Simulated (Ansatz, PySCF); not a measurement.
Gas-phase reaction (SMILES): C/C=C/C + 4 [H][H] (H2) -> 4 C (CH4); energy of full hydrogenation.

Geometries: B3LYP-D3(BJ)/def2-TZVP minima from Ansatz (a quantum-chemistry and plane-wave program). Cores are frozen in the correlated levels unless marked. No spin-orbit coupling. No relativistic terms. CBS marks a two-point X^-3 extrapolation of the correlation energy; Hartree-Fock from the larger set. [CCSD(T)-MP2]/basis is that difference in the basis named. Thermal terms are rigid-rotor harmonic-oscillator values from B3LYP-D3(BJ) frequencies (PySCF) at 298.15 K and 1 atm. 1 Eh = 627.5095 kcal/mol.

```json
[
 {"species": "C/C=C/C", "E, RI-MP2/CBS(aug-cc-pVTZ,aug-cc-pVQZ)+[CCSD(T)-MP2]/aug-cc-pVTZ (Ansatz) (Eh)": "-157.00846", "E, r2SCAN-D4/def2-TZVPD (Ansatz + dftd4) (Eh)": "-157.17696", "H - E (Eh)": "0.11400", "G - E (Eh)": "0.08084"},
 {"species": "[H][H] (H2)", "E, RI-MP2/CBS(aug-cc-pVTZ,aug-cc-pVQZ)+[CCSD(T)-MP2]/aug-cc-pVTZ (Ansatz) (Eh)": "-1.17524", "E, r2SCAN-D4/def2-TZVPD (Ansatz + dftd4) (Eh)": "-1.17100", "H - E (Eh)": "0.01336", "G - E (Eh)": "-0.00144"},
 {"species": "C (CH4)", "E, RI-MP2/CBS(aug-cc-pVTZ,aug-cc-pVQZ)+[CCSD(T)-MP2]/aug-cc-pVTZ (Ansatz) (Eh)": "-40.46129", "E, r2SCAN-D4/def2-TZVPD (Ansatz + dftd4) (Eh)": "-40.49957", "H - E (Eh)": "0.04840", "G - E (Eh)": "0.02728"}
]
```

Question: Work out ΔE and ΔH, ΔG, ΔS and the equilibrium constant at 298.15 K at the first level, then ΔH at the second.

Answer: 
1. ΔE = [4×(-40.46129)] - [(-157.00846) + 4×(-1.17524)] = -0.13574 Eh = -85.2 kcal/mol at RI-MP2/CBS(aug-cc-pVTZ,aug-cc-pVQZ)+[CCSD(T)-MP2]/aug-cc-pVTZ.
2. The terms H - E add up to 0.02616 Eh, so ΔH = (-0.13574 + (0.02616))×627.5095 = -68.8 kcal/mol.
3. The terms G - E add up to 0.03404 Eh, so ΔG = -63.8 kcal/mol, and ΔS = (0.02616 - (0.03404))×627509.5/298.15 = -16.6 cal/(mol K).
4. log10 K = -ΔG/(RT ln 10) = 46.8, with RT ln 10 = 1.3642 kcal/mol.
5. At r2SCAN-D4/def2-TZVPD the same steps give ΔE = -86.2 and ΔH = -69.8 kcal/mol, a shift of -1.0 from the first level.
6. Tabulated enthalpies of formation (C/C=C/C -2.7 kcal/mol, ATcT 1.112; [H][H] (H2) 0.0 kcal/mol, zero by definition; C (CH4) -17.8 kcal/mol, ATcT 1.112) give ΔH = -68.5, so the errors are -0.3 and -1.3 kcal/mol; the tables hold anharmonic motion, scalar relativity, which both levels lack, and core correlation, which the frozen-core level lacks.
